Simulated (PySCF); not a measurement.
CoFCl + HCl → CoHF + Cl₂

Level: PBE0 in the def2-TZVP basis family, all electrons, no relativity, computed in PySCF with density fitting; open shells unrestricted.

```json
{"species": "CoFCl", "state and structure": "quartet, C∞v, Co–Cl 2.112 Å, Co–F 1.742 Å; Cl–Co–F 180.0°", "E (Eh)": "-1942.48487", "ZPE (kJ/mol)": "8.0", "H(298 K) − H(0) (kJ/mol)": "13.4", "S° (J/(mol K))": "283.8"}
{"species": "HCl", "state and structure": "singlet, C∞v, H–Cl 1.279 Å", "E (Eh)": "-460.66440", "ZPE (kJ/mol)": "17.9", "H(298 K) − H(0) (kJ/mol)": "8.7", "S° (J/(mol K))": "186.6"}
{"species": "CoHF", "state and structure": "quartet, Cs, Co–F 1.770 Å, Co–H 1.568 Å; F–Co–H 161.5°", "E (Eh)": "-1482.93326", "ZPE (kJ/mol)": "16.4", "H(298 K) − H(0) (kJ/mol)": "11.7", "S° (J/(mol K))": "259.7"}
{"species": "Cl₂", "state and structure": "singlet, D∞h, Cl–Cl 1.982 Å", "E (Eh)": "-920.08940", "ZPE (kJ/mol)": "3.5", "H(298 K) − H(0) (kJ/mol)": "9.1", "S° (J/(mol K))": "222.5"}
```

Task: What is the electronic reaction energy?

Result: At PBE0/def2-TZVP, ΔE = 332.4 kJ/mol from the differences of the total energies times 2625.5, uphill. 

Task: Add zero-point, thermal and entropy terms for 298.15 K and 1 bar.

Result: ΔZPE = -6.0 and Δ[H(298) − H(0)] = -1.3 kJ/mol give ΔH° = 325.1 kJ/mol. ΔS° = 11.8 J/(mol K), so ΔG° = 325.1 − 298.15 × (0.0118) = 322 kJ/mol.

Open d or f shells are single determinants, so the state found may not be the ground state. The structures come from searches over a few start shapes, so lower isomers are not excluded.
